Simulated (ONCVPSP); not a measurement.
## Scattering properties, ONCV potential for platinum (Pt)

platinum, optimised norm-conserving Vanderbilt (ONCV), made with ONCVPSP 4.0.1 (PBE, scalar-relativistic). Core [Kr] 4d10, reference 4f14 5s2 5p6 5d9 6s0.75 6p0.25. Waves: 5s+6s: rc 1.70 bohr, ncon 3, nbas 8, qcut 6 1/bohr, 2 projectors; 5p+6p: rc 1.95 bohr, ncon 3, nbas 7, qcut 8.8 1/bohr, 2 projectors; 5d: rc 1.50 bohr, ncon 3, nbas 6, qcut 5.6 1/bohr, 3 projectors, debl 3.1 Ha; 4f: rc 1.00 bohr, ncon 4, nbas 8, qcut 18.4 1/bohr, 2 projectors, debl 3.2 Ha. Local part: polynomial inside 0.75 bohr (lpopt 2, dvloc0 0 Ha). Core correction: Teter function, fcfact 3, rcfact 1.3.

The phase is arctan(r·R′/R) of the radial function R(r), unwrapped; energies in Ha, scanned from -5 to 5 Ha. A pole is an energy at which the radial function vanishes at the test radius. The pseudo phase is shifted by a multiple of π to meet the all-electron one at the reference energy, and phase errors are pseudo minus all-electron; the curves can meet again beyond the range given. Levels narrower than the energy grid can be missing from the lists of poles.

| channel | radius (bohr) | reference energy (Ha) | poles, all-electron | poles, pseudo | unbroken range about the reference energy with phases within 0.05 rad | phase error 1 Ha above the reference energy (rad) |
| --- | --- | --- | --- | --- | --- | --- |
| s | 1.72 | -0.22 | -3.54 | -3.54, 0.83 | below 0.6 | -0.221 |
| p | 1.98 | -0.04 | -1.89, 4.48 | -1.89, 4.33 | the whole range | -0.002 |
| d | 1.52 | -0.25 | 2.01 | 2.01 | the whole range | -0.000 |
| f | 1.01 | -2.60 | -1.99 | -1.99 | the whole range | +0.000 |

Note: no bound ghost flagged; GHOST(+) flagged for s at 23.2 eV.

Phases in the s channel:

```json
{"E (Ha)": "-4.96", "all-electron": "1.205", "pseudo": "1.204"}
{"E (Ha)": "-4.72", "all-electron": "1.146", "pseudo": "1.145"}
{"E (Ha)": "-4.48", "all-electron": "1.032", "pseudo": "1.031"}
{"E (Ha)": "-4.24", "all-electron": "0.712", "pseudo": "0.710"}
{"E (Ha)": "-4.00", "all-electron": "-0.572", "pseudo": "-0.573"}
{"E (Ha)": "-3.76", "all-electron": "-1.377", "pseudo": "-1.377"}
{"E (Ha)": "-3.52", "all-electron": "-1.581", "pseudo": "-1.581"}
{"E (Ha)": "-3.28", "all-electron": "-1.671", "pseudo": "-1.671"}
{"E (Ha)": "-3.04", "all-electron": "-1.727", "pseudo": "-1.727"}
{"E (Ha)": "-2.80", "all-electron": "-1.768", "pseudo": "-1.769"}
{"E (Ha)": "-2.56", "all-electron": "-1.804", "pseudo": "-1.804"}
{"E (Ha)": "-2.32", "all-electron": "-1.837", "pseudo": "-1.838"}
{"E (Ha)": "-2.08", "all-electron": "-1.871", "pseudo": "-1.871"}
{"E (Ha)": "-1.84", "all-electron": "-1.907", "pseudo": "-1.908"}
{"E (Ha)": "-1.60", "all-electron": "-1.948", "pseudo": "-1.949"}
{"E (Ha)": "-1.36", "all-electron": "-1.996", "pseudo": "-1.997"}
{"E (Ha)": "-1.12", "all-electron": "-2.054", "pseudo": "-2.055"}
{"E (Ha)": "-0.88", "all-electron": "-2.128", "pseudo": "-2.128"}
{"E (Ha)": "-0.64", "all-electron": "-2.224", "pseudo": "-2.224"}
{"E (Ha)": "-0.40", "all-electron": "-2.355", "pseudo": "-2.355"}
{"E (Ha)": "-0.16", "all-electron": "-2.536", "pseudo": "-2.536"}
{"E (Ha)": "0.08", "all-electron": "-2.787", "pseudo": "-2.788"}
{"E (Ha)": "0.32", "all-electron": "-3.107", "pseudo": "-3.116"}
{"E (Ha)": "0.56", "all-electron": "-3.450", "pseudo": "-3.487"}
{"E (Ha)": "0.80", "all-electron": "-3.747", "pseudo": "-4.049"}
{"E (Ha)": "1.04", "all-electron": "-3.970", "pseudo": "-7.018"}
{"E (Ha)": "1.28", "all-electron": "-4.131", "pseudo": "-7.228"}
{"E (Ha)": "1.52", "all-electron": "-4.246", "pseudo": "-7.359"}
{"E (Ha)": "1.76", "all-electron": "-4.332", "pseudo": "-7.451"}
{"E (Ha)": "2.00", "all-electron": "-4.397", "pseudo": "-7.521"}
{"E (Ha)": "2.24", "all-electron": "-4.448", "pseudo": "-7.575"}
{"E (Ha)": "2.48", "all-electron": "-4.490", "pseudo": "-7.618"}
{"E (Ha)": "2.72", "all-electron": "-4.524", "pseudo": "-7.654"}
{"E (Ha)": "2.96", "all-electron": "-4.553", "pseudo": "-7.684"}
{"E (Ha)": "3.20", "all-electron": "-4.577", "pseudo": "-7.709"}
{"E (Ha)": "3.44", "all-electron": "-4.599", "pseudo": "-7.731"}
{"E (Ha)": "3.68", "all-electron": "-4.618", "pseudo": "-7.751"}
{"E (Ha)": "3.92", "all-electron": "-4.635", "pseudo": "-7.769"}
{"E (Ha)": "4.16", "all-electron": "-4.651", "pseudo": "-7.784"}
{"E (Ha)": "4.40", "all-electron": "-4.665", "pseudo": "-7.799"}
{"E (Ha)": "4.64", "all-electron": "-4.678", "pseudo": "-7.812"}
{"E (Ha)": "4.88", "all-electron": "-4.691", "pseudo": "-7.825"}
```
